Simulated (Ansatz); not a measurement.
Consider the cleavage of the Si–Si bond: `CC(F)[SiH2][SiH3]` + `OCS` → `OCS[SiH3]` + `CC(F)[SiH3]`.

Computed with Ansatz on PBE0-D4/def2-TZVP structures; ΔE is electronic, products minus reactants. CBS: MP2 limit from def2 TZ/QZ plus the TZ coupled-cluster correction, frozen cores. Functionals use def2-TZVPP. B3LYP here is the variant with VWN-RPA as its local correlation; programs differ in this. Each species was taken in one conformer, which may not be the lowest.

```tsv
level	ΔE (kJ/mol)
PBE0-D4	-52.5
B3LYP-D4	-57.4
ωB97M-V	-60.8
PBE	-50.4
```

(1) What does CCSD(T)/CBS give? (Best estimate.)

Largest T1 diagnostic among the species: 0.012.

Answers

(1) Computed: -58.6 kJ/mol. The listed levels differ from it by 6.1, 1.2, -2.2, 8.2 kJ/mol.
